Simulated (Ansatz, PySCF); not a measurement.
Energy difference 2 R1 → P1 + P2, each structure at its B3LYP-D3(BJ)/def2-SVP stationary point, reached from a drawn start (curvature not checked).
R1: C6H17NSi (SMILES CC(C)N([SiH3])C(C)C), charge 0, multiplicity 1.
P1, SiH4 (SMILES [SiH4]) (charge 0, multiplicity 1):
```xyz
5

Si     0.000     0.000     0.000
H     -0.834    -1.204    -0.275
H      1.370    -0.209    -0.547
H      0.082     0.223     1.471
H     -0.618     1.191    -0.649
```
P2: C12H30N2Si (SMILES CC(C)N([SiH2]N(C(C)C)C(C)C)C(C)C), charge 0, multiplicity 1.

P less R. No zero-point or thermal terms. One arrangement of each flexible species, with no search for the lowest.

Codes used: Ansatz (a quantum-chemistry and plane-wave program) with Gaussian orbitals; PySCF for the D3/D4 terms. No computed number here is a measurement.

Total energies in hartree:

```
structure  PBE/def2-TZVPP  B3LYP-D3(BJ)/def2-TZVPP  wB97M-V/def2-TZVPP
---------  --------------  -----------------------  ------------------
R1            -582.673606              -583.321183         -583.055635
P1            -291.721819              -291.920196         -291.846166
P2            -873.624934              -874.727185         -874.271398
```

Task: Work out the reaction energy at each level in kcal/mol (1 hartree = 627.50947 kcal/mol), and say how far PBE/def2-TZVPP lies from wB97M-V/def2-TZVPP.

Result: 
- PBE/def2-TZVPP: (-291.721819) + (-873.624934) − 2 × (-582.673606) = 0.000459 hartree = 0.29 kcal/mol
- B3LYP-D3(BJ)/def2-TZVPP: (-291.920196) + (-874.727185) − 2 × (-583.321183) = -0.005015 hartree = -3.15 kcal/mol
- wB97M-V/def2-TZVPP: (-291.846166) + (-874.271398) − 2 × (-583.055635) = -0.006294 hartree = -3.95 kcal/mol
PBE/def2-TZVPP less wB97M-V/def2-TZVPP: 4.24 kcal/mol, and the two differ in sign. wB97M-V/def2-TZVPP is the level counted from, a functional with errors of its own; no coupled-cluster or measured value stands here.
